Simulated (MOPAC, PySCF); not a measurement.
[Mo(Cl)5(F)], neutral singlet in the gas phase. 

Cartesian coordinates (Å):
```xyz
7

Mo     0.0197     0.0855    -0.0133
Cl     0.3687    -1.0665    -1.9862
Cl     2.0913    -0.5995     0.7477
Cl    -0.3720     1.1460     2.0031
Cl     0.9241     2.0013    -0.9055
Cl    -2.0916     0.6878    -0.7372
F     -0.7175    -1.4621     0.7128
```
Charge 0, multiplicity 1.

All levels are single points at this geometry (TPSS-D3(BJ)/def2-SVP); Pople sets use spherical d functions. Orbital energies aren't observables, and empty levels follow the basis.

TPSSh-D3(BJ)/def2-TZVP in PySCF gives dipole (D) = 0.81.

### Question
Estimate the dipole (D) from each of these levels: B3LYP-D3(BJ)/def2-TZVP in PySCF; PBE-D3(BJ)/def2-TZVP in PySCF; B3LYP/6-311+G** (LANL2DZ on Mo) in PySCF; B3LYP/6-31G* (LANL2DZ on Mo) in PySCF; B3LYP/LANL2DZ in PySCF; BP86/6-31G* (LANL2DZ on Mo) in PySCF; M06-2X/6-31G* (LANL2DZ on Mo) in PySCF; PBE/6-31G* (LANL2DZ on Mo) in PySCF; SVWN5/6-31G* (LANL2DZ on Mo) in PySCF; HF/6-31G* (LANL2DZ on Mo) in PySCF; PM6 in MOPAC; PM7 in MOPAC.

### Answer

| level | dipole (D) |
|---|---|
| B3LYP-D3(BJ)/def2-TZVP in PySCF | 0.92 |
| PBE-D3(BJ)/def2-TZVP in PySCF | 0.75 |
| B3LYP/6-311+G** (LANL2DZ on Mo) in PySCF | 1.14 |
| B3LYP/6-31G* (LANL2DZ on Mo) in PySCF | 0.60 |
| B3LYP/LANL2DZ in PySCF | 0.79 |
| BP86/6-31G* (LANL2DZ on Mo) in PySCF | 0.43 |
| M06-2X/6-31G* (LANL2DZ on Mo) in PySCF | 0.71 |
| PBE/6-31G* (LANL2DZ on Mo) in PySCF | 0.41 |
| SVWN5/6-31G* (LANL2DZ on Mo) in PySCF | 0.50 |
| HF/6-31G* (LANL2DZ on Mo) in PySCF | 0.93 |
| PM6 in MOPAC | 1.04 |
| PM7 in MOPAC | 0.67 |
